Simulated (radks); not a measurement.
The lead ion Pb+ inside a hard spherical wall (all orbitals vanish at R), configuration held at [Hg] 6p1 and not refilled when levels cross. Method: scalar-relativistic Kohn-Sham, r2SCAN, spin-unpolarised, spherical densities, finite nucleus; meta-GGA in the generalised Kohn-Sham scheme; Fermi nuclear charge, rms radius 5.5012 fm; computed with a radial shooting solver on a logarithmic mesh with Libxc functionals. Eigenvalues in eV, with the zero of energy where the potential of the charges vanishes at infinity; a dash marks a level that is unbound or too diffuse for the functional's potential to be trusted. A positive occupied level is held by the wall or, in an anion where self-interaction has pushed it up, behind a barrier. The pressure on the wall is -dE/dV.

R (bohr)  E (hartree)  kinetic (hartree)    e(5p)    e(5d)    e(6s)   e(6p)  e(7s, empty)  e(6d, empty)  pressure (GPa)
free      -20878.2588          23582.706  -95.822  -29.552  -19.574  -9.759             -             -               0
20        -20878.2588          23582.706  -95.822  -29.552  -19.574  -9.759             -             -        < 0.0001
7         -20878.2553          23582.736  -95.673  -29.406  -19.460  -9.579        -0.897        -0.181           0.234
6         -20878.2446          23582.814  -95.393  -29.137  -19.243  -9.173         2.260         1.652            1.30
4         -20877.9757          23584.343  -92.276  -26.238  -16.006  -3.426        27.615        15.358            67.9
2.5       -20873.6962          23603.593  -73.581   -7.665   16.486  42.530        155.67        86.112            3700
2         -20863.5799          23643.962  -49.304   20.391   75.851  116.99        320.61        179.74           21600
1.5       -20819.6517          23798.650   22.215   108.74   277.14  347.76        770.20        439.36          185000
